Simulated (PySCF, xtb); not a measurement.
HOS, SMILES [O]S, multiplicity 2.

Harmonic wavenumbers (cm⁻¹) from GFN2-xTB (xtb 6.7.1) at its own minimum, in rising order: 977, 1095, 1990.

Question: What does PySCF 2.14.0 with PBE-D3(BJ)/def2-TZVPD give at its own minimum? (Estimate from the structure and the level; the computed values follow.)

Answer: 993, 1057, 2305. Paired by order, the mean absolute difference is 123 cm⁻¹ and the zero-point energies are 5.8 and 6.2 kcal/mol.
